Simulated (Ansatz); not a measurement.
Job for Ansatz (a first-principles code): R-PBE0/def2-TZVPPD on C2H2O3 (a complex), monomers drawn apart or pushed together. Files ending in .json are basis or fitting sets from the Basis Set Exchange.

Ansatz 0.2 input:
```yaml
crystal:
  periodic: [false, false, false]
  atoms:
    - {symbol: O, position_ang: [-1.20654058, -0.02530455, -0.24190497]}
    - {symbol: C, position_ang: [-0.08137328, 0.02406843, 0.02665497]}
    - {symbol: O, position_ang: [1.05660406, 0.07162900, 0.25576105]}
    - {symbol: C, position_ang: [0.61132033, 0.32545458, 4.56317839]}
    - {symbol: O, position_ang: [-0.44180726, 0.24531526, 3.99127641]}
    - {symbol: H, position_ang: [0.66954691, 0.39385501, 5.66570383]}
    - {symbol: H, position_ang: [1.57093589, 0.33460587, 4.01538149]}
basis:
  gaussian:
    orbitals: def2-TZVPPD.json
hamiltonian:
  xc: {name: PBE0}
scf: {lower_state_search: off}
```

The head of its log:

```
WARN ansatz: RAYON_NUM_THREADS=2 ignored (pool sized by the plan → 2); use --threads N
Functional definition: PBE0
these checks for a lower state are left out or cut short: stability, starts, cluster_reference, orbital_swaps, neighbouring_geometries, increment
integrals: 0.11 GiB planned
1018 factors; their error is unknown
mean field: 1.03 GiB planned
mean field evaluation 1: about -8235.8690 eV, gradient 6.2e1 eV
mean field evaluation 2: about -8226.0377 eV, gradient 9.8e1 eV
```

Q: Give the final energy of this run.

A: -302.8886 hartree.
